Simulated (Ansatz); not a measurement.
Total energies of `F[SiH2][GaH2]`.

Z-matrix (Å, degrees):
```
Si
Ga 1 2.418
F 1 1.610 2 111.9
H 1 1.490 2 111.5 3 -120.0
H 1 1.490 2 111.5 3 120.0
H 2 1.573 1 118.5 3 180.0
H 2 1.569 1 122.6 3 -0.0
```

Charge 0, multiplicity 1. Correlated methods include outer-core shells of Ga, which these sets cover unevenly. Scalar relativity is left out up to krypton. The geometry is a stationary point of PBE0-D4/def2-TZVP. Basis def2-TZVPP, Ansatz 0.2.0.

RPA on PBE orbitals: Hartree–Fock energy of these orbitals -2313.98578 Eh, correlation -0.99479 Eh (frozen core).

```tsv
functional	energy without D4 (Eh)	D4 term (kJ/mol)
PBE	-2316.13604	-11.8
revPBE	-2316.44565	-31.4
BLYP	-2316.73665	-25.4
r2SCAN	-2316.60276	-2.7
B97M-V	-2316.20787	–
PBE0	-2316.20796	-10.0
B3LYP	-2316.76252	-19.3
r2SCANh	-2316.58502	-2.9
r2SCAN0	-2316.55980	-3.2
HSE06 (plane-wave form)	-2316.19618	-9.5
BHLYP	-2316.62303	-16.9
ωB97X-V	-2316.42698	–
ωB97M-V	-2316.52092	–
PBE-QIDH	-2315.77474	–
```

Problem. Give the same for LDA (SPW92), CAM-B3LYP, LC-ωPBE, B2PLYP. (Estimate.)

Solution. The calculation gave: 
```json
{"functional": "LDA (SPW92)", "energy without D4 (Eh)": "-2311.81976", "D4 term (kJ/mol)": "–"}
{"functional": "CAM-B3LYP", "energy without D4 (Eh)": "-2316.78651", "D4 term (kJ/mol)": "-10.3"}
{"functional": "LC-ωPBE", "energy without D4 (Eh)": "-2316.29122", "D4 term (kJ/mol)": "–"}
{"functional": "B2PLYP", "energy without D4 (Eh)": "-2316.14176", "D4 term (kJ/mol)": "–"}
```

B3LYP takes the VWN-RPA correlation (the form of Gaussian; ORCA's B3LYP/G). HSE06 is the plane-wave form, built on full-range PBE exchange. The double hybrids freeze the cores in their second-order part.

LC-ωPBE has ω = 0.4 bohr⁻¹.
